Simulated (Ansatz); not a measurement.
Reaction (atomization): `C1=Cc2ccccc2C1` → 9 C• + 8 H•

Program: Ansatz. Geometries: PBE0-D4/def2-TZVP. ΔE: electronic, gas phase. CCSD(T)/CBS adds triple-zeta CCSD(T) − MP2 to the extrapolated MP2 energy (def2 sets, frozen cores). This one scheme is used for every species, atoms too. For atomizations the MP2-based limit and the directly extrapolated one differ by several kJ/mol either way, and by 10 to 25 for some Ge, Se and Sn compounds, so smaller differences from it don't rank the levels. DFT in def2-TZVPP. Open shells (•) are unrestricted, without spin–orbit coupling. Spin–orbit coupling would lower the free atoms: a little for C.

Q: What is ΔE at CCSD(T)/CBS? (Estimate.)

A: Ansatz gave: +8281.6 kJ/mol.

Q: What do these levels give: BLYP-D4, PBE0-D4, CAM-B3LYP-D4, BHLYP, SCS-MP2/def2-TZVPP, MP2/CBS(def2)? (Best estimate.)

A: Ansatz gave: BLYP-D4 8326.0, PBE0-D4 8473.8, CAM-B3LYP-D4 8342.8, BHLYP 8015.3, SCS-MP2/def2-TZVPP 8205.7, MP2/CBS(def2) 8525.4 kJ/mol.

Largest T1 diagnostic among the species: 0.011.

From BLYP to BHLYP (50 % exact exchange), in def2-TZVPP and without D4, ΔE moves by −199.5 kJ/mol: exact exchange takes away binding that semilocal exchange gives to molecules. In def2-TZVPP, CCSD(T) changes the Hartree–Fock value by +1915.3 kJ/mol (the triples alone add +157.7 kJ/mol) and MP2 by +2159.1 kJ/mol; breaking electron pairs costs correlation energy, which Hartree–Fock lacks. At CCSD(T), def2-SVP lies −260.2 kJ/mol from the extrapolated value and def2-TZVPP −187.8 kJ/mol: correlation converges slowly with the basis, and small sets miss more of it in the bonded molecule than in its fragments.
